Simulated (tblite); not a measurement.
Species: C6H14BNSi.
SMILES with atom numbers: `[BH2:1][N:2]1[CH2:3][CH2:4][Si@@H:5]1[CH:6]1[CH2:7][CH2:8][CH2:9]1` (hydrogens: H10, H11 on B1; H12, H13 on C3; H14, H15 on C4; H16 on Si5; H17 on C6; H18, H19 on C7; H20, H21 on C8; H22, H23 on C9)

Computed with GFN2-xTB (tblite), gas phase: L-BFGS steps from a force-field or distance-geometry start until the largest atomic force falls under 0.01 eV/Å.

Step 7: E = -703.3548 eV
```
atom  x, y, z in Å  |  force x, y, z in eV/Å
B1     -2.0613   -0.1855    1.9908    0.208   0.113  -0.061
N2     -1.2377   -0.5363    0.8661   -0.068   0.114   0.298
C3     -1.8581   -1.3636   -0.1800   -0.166  -0.077  -0.146
C4     -1.7301   -0.4376   -1.4017   -0.335  -0.440  -0.112
Si5    -0.8264    0.7615   -0.2427    0.005   0.106  -0.222
C6      0.9958    0.9246   -0.6850    0.166   0.093  -0.031
C7      1.7657   -0.3995   -0.8454    0.133  -0.181   0.037
C8      2.6598   -0.0118    0.3451    0.054  -0.074   0.070
C9      1.9166    1.3267    0.4787   -0.001   0.075   0.160
H10    -1.6546   -0.1946    3.0935    0.097   0.177  -0.151
H11    -3.1341    0.2203    1.7268   -0.295  -0.440   0.304
H12    -2.8785   -1.6573    0.0946    0.015   0.154  -0.191
H13    -1.2710   -2.2811   -0.2673    0.005  -0.021  -0.053
H14    -2.7078   -0.1363   -1.7591   -0.080   0.193   0.058
H15    -1.2238   -0.8774   -2.2582    0.157  -0.017   0.131
H16    -1.4962    2.0434    0.0291    0.115   0.043  -0.067
H17     1.0972    1.5739   -1.5527    0.013   0.054  -0.013
H18     2.2865   -0.5379   -1.7943    0.060   0.243   0.044
H19     1.1679   -1.2991   -0.7011   -0.016   0.058   0.200
H20     2.5695   -0.6721    1.2082   -0.144   0.075  -0.029
H21     3.7237    0.0711    0.1234   -0.046   0.085  -0.134
H22     2.5149    2.2288    0.3258    0.030  -0.202  -0.154
H23     1.3773    1.4666    1.4157    0.093  -0.132   0.062
```

Step 8: E = -703.3911 eV
```
atom  x, y, z in Å  |  force x, y, z in eV/Å
B1     -2.0620   -0.1898    1.9959    0.090   0.185  -0.023
N2     -1.2423   -0.5281    0.8675   -0.263   0.120  -0.015
C3     -1.8684   -1.3615   -0.1825   -0.037  -0.028  -0.062
C4     -1.7380   -0.4444   -1.4145   -0.237  -0.334   0.074
Si5    -0.8313    0.7662   -0.2552    0.027  -0.073  -0.144
C6      0.9991    0.9256   -0.6813    0.165   0.035   0.025
C7      1.7696   -0.4035   -0.8451    0.123  -0.002   0.113
C8      2.6686   -0.0138    0.3490   -0.044   0.014   0.013
C9      1.9222    1.3330    0.4851    0.040  -0.119   0.051
H10    -1.6262   -0.1764    3.0939   -0.009   0.195  -0.271
H11    -3.1635    0.1797    1.7427   -0.017  -0.516   0.370
H12    -2.8927   -1.6546    0.0866    0.123   0.162  -0.174
H13    -1.2688   -2.2748   -0.2558   -0.097   0.014  -0.085
H14    -2.7144   -0.1388   -1.7732   -0.069   0.175   0.073
H15    -1.2327   -0.8893   -2.2706    0.146  -0.002   0.187
H16    -1.4792    2.0582    0.0233    0.081   0.013  -0.084
H17     1.0874    1.5783   -1.5487    0.096   0.028  -0.006
H18     2.2864   -0.5371   -1.7990    0.046   0.234   0.124
H19     1.1649   -1.3017   -0.7023    0.059   0.125   0.201
H20     2.5746   -0.6753    1.2138   -0.133   0.131  -0.097
H21     3.7371    0.0649    0.1261   -0.200   0.093  -0.104
H22     2.5236    2.2364    0.3305   -0.033  -0.292  -0.149
H23     1.3812    1.4740    1.4239    0.143  -0.159  -0.019
```

Task: Estimate the geometry and energy of step 9. (The exact step hangs on the optimiser's Hessian estimate; all steps are aligned on step 8, rigid shifts and turns removed.)

Result: E = -703.4307 eV, largest force 0.717 eV/Å
```
atom  x, y, z in Å  |  force x, y, z in eV/Å
B1     -2.0612   -0.1899    2.0003   -0.069   0.194   0.015
N2     -1.2505   -0.5181    0.8678   -0.396   0.111  -0.347
C3     -1.8790   -1.3603   -0.1853    0.082   0.029   0.034
C4     -1.7504   -0.4569   -1.4260   -0.056  -0.078   0.203
Si5    -0.8360    0.7690   -0.2715    0.050  -0.213  -0.049
C6      1.0049    0.9269   -0.6777    0.080  -0.035   0.064
C7      1.7756   -0.4074   -0.8428    0.059   0.194   0.145
C8      2.6768   -0.0157    0.3533   -0.124   0.096  -0.049
C9      1.9284    1.3370    0.4926    0.056  -0.279  -0.081
H10    -1.5978   -0.1542    3.0898   -0.080   0.223  -0.323
H11    -3.1943    0.1288    1.7664    0.235  -0.543   0.405
H12    -2.9057   -1.6488    0.0752    0.145   0.119  -0.112
H13    -1.2682   -2.2687   -0.2463   -0.179   0.027  -0.100
H14    -2.7229   -0.1373   -1.7855   -0.039   0.106   0.078
H15    -1.2379   -0.9014   -2.2790    0.092  -0.006   0.213
H16    -1.4606    2.0729    0.0157    0.058  -0.041  -0.109
H17     1.0799    1.5835   -1.5451    0.186  -0.008   0.018
H18     2.2879   -0.5311   -1.8016    0.040   0.182   0.184
H19     1.1628   -1.3021   -0.6988    0.136   0.167   0.176
H20     2.5764   -0.6764    1.2182   -0.098   0.139  -0.112
H21     3.7471    0.0611    0.1260   -0.286   0.090  -0.058
H22     2.5323    2.2384    0.3315   -0.061  -0.312  -0.123
H23     1.3877    1.4776    1.4328    0.168  -0.163  -0.071
```

The energy changes by -0.0396 eV. The first-order estimate −F·Δx gives -0.0524 eV and the mean of the old and new forces, exact on a quadratic surface, -0.0394 eV. The step makes an angle of 63° with the force vector and moves no atom by more than 0.064 Å.

What follows is the cost of the whole relaxation. Hardware: an Arm Neoverse N1 with one thread, no GPU, shared host with 64 logical CPUs at a one-minute load of 55. Cost: 2.1 s of wall time.
